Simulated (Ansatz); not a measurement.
Start from `[PH2][GeH2][SH]` and change one atom or group to get `[SH][GeH2][Cl]`.

Ansatz, PBE0-D4/def2-TZVP geometries, multiplicity 1. Each molecule was computed in one conformer, which needn't be the lowest.

Scalar relativity is left out up to krypton.

```
                                                                                  property  `[PH2][GeH2][SH]`
                                        size of the dipole moment (ωB97M-V/def2-TZVPP) / D               0.90
                                                     LUMO energy (ωB97M-V/def2-TZVPP) / eV               1.31
                                                     HOMO–LUMO gap (B3LYP/def2-TZVPP) / eV               6.05
ideal-gas entropy at 298 K and 1 bar (rigid rotor, harmonic PBE0-D4/def2-TZVP) / J/(mol·K)                340
                                                       LUMO energy (B3LYP/def2-TZVPP) / eV              -0.80
                                          size of the dipole moment (B3LYP/def2-TZVPP) / D               0.89
```

Task: Give the same properties after the change, and the shifts. (Best estimate.)

Result: The calculation gave: 
```tsv
property	`[SH][GeH2][Cl]`	shift
size of the dipole moment (ωB97M-V/def2-TZVPP) / D	1.67	0.77
LUMO energy (ωB97M-V/def2-TZVPP) / eV	1.38	0.07
HOMO–LUMO gap (B3LYP/def2-TZVPP) / eV	6.68	0.63
ideal-gas entropy at 298 K and 1 bar (rigid rotor, harmonic PBE0-D4/def2-TZVP) / J/(mol·K)	319	-21
LUMO energy (B3LYP/def2-TZVPP) / eV	-0.89	-0.09
size of the dipole moment (B3LYP/def2-TZVPP) / D	1.64	0.75
```

The zero-point energy changes by -42.4 kJ/mol with -6 modes. Dipoles are sizes alone; their direction can turn.

B3LYP here is the variant with VWN-RPA as its local correlation; programs differ in this.
